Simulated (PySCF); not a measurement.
C4H9Si (doublet state).
Z-matrix (Å and degrees, GFN2-xTB geometry), rows numbered from 1:
```
C 
C   1  1.2877
C   2  1.5044  1  125.05
Si  2  1.9421  1  120.84  3  -178.74
C   4  1.8983  2  107.57  1    76.96
H   1  1.0669  2  136.28  3  -179.60
H   3  1.0891  2  110.13  1   119.92
H   3  1.0892  2  110.33  1  -121.06
H   3  1.0875  2  110.67  1    -0.52
H   4  1.4660  2  108.85  1   -43.27
H   4  1.4685  2  108.62  1  -163.39
H   5  1.0864  4  110.94  2   -60.22
H   5  1.0862  4  111.05  2  -180.00
H   5  1.0867  4  111.70  2    59.70
```

The hyperfine couplings belong to this conformer and change with its torsions.

As a line formula: `[H]/[C]=C(/C)[SiH2]C` [radical].

The calculation used PySCF, UKS B3LYP, pcH-1 on C H Si, non-relativistic, mean-field spin-orbit, GIAO. One conformer (not necessarily the lowest) at the GFN2-xTB geometry, without solvent, vibrations or thermal averaging. GFN2-xTB frequencies show an imaginary mode (21i cm⁻¹), so this geometry is no minimum at that level. Couplings are sensitive to structure, and on GFN2-xTB geometries they can be far from those on DFT ones. The SCF solution wasn't tested for stability.

(1) Match the computed a_iso(13C) values +283.1, +76.8, -25.3, -2.6 MHz with the sites C1; C2; C3; C5.

(2) The isotropic 1H couplings, averaged over equivalent nuclei, are +56.8, +11.0, -7.7, +1.7 MHz. Assign them to H6; H7/H8/H9; H10/H11; H12/H13/H14.

Results:

(1) 
```
site  a_iso (MHz)  ρ(0) (bohr⁻³)                 position  distance from C1 (Å)  spin population  largest |T| (MHz)
  C1       +283.1        +0.2519  largest spin population                  0.00            +0.96              131.8
  C2        -25.3        -0.0225           1 bond from C1                  1.29            -0.15               19.2
  C3        +76.8        +0.0683          2 bonds from C1                  2.48            +0.05               10.5
  C5         -2.6        -0.0023          3 bonds from C1                  3.70             0.00                0.8
```

(2) 
| site | a_iso (MHz) | ρ(0) (bohr⁻³) | position | distance from C1 (Å) | bound to | spin population there | largest \|T\| (MHz) |
| --- | --- | --- | --- | --- | --- | --- | --- |
| H6 | +56.8 | +0.0127 | 1 bond from C1 | 1.07 | C1 | +0.96 | 36.5 |
| H7/H8/H9 | -7.7 | -0.0017 | 3 bonds from C1 | 3.00 | C3 | +0.05 | 6.5 |
| H10/H11 | +11.0 | +0.0025 | 3 bonds from C1, on Si4 of spin population +0.11 | 3.58 | Si4 | +0.11 | 3.4 |
| H12/H13/H14 | +1.7 | +0.0004 | 4 bonds from C1 | 4.07 | C5 | 0.00 | 2.1 |

ρ(0) is the spin density at the nucleus and T the dipolar tensor; a_iso includes a spin–orbit part; entries for several nuclei are means. Largest spin populations (Mulliken): C1 (+0.96), C2 (-0.15) and Si4 (+0.11). C1 is the only atom above +0.15. The positive populations add up to 1.16 and the negative ones to -0.16, together 2S = 1.

The spin density at the nucleus, in bohr⁻³, is negative for C2 (-0.0225) and C5 (-0.0023), for instance. A restricted open-shell determinant has no negative spin density anywhere; here it arises because α and β orbitals differ (spin polarisation).

Means are taken over nuclei equivalent by connectivity, which assumes that they swap fast. The three 1H nuclei of mean -7.7 MHz run from -10.4 to -2.7 MHz in the frozen geometry. The 1H value of +11.0 MHz is a mean of couplings from -5.7 to 27.6 MHz in this one geometry, not an average over conformers.
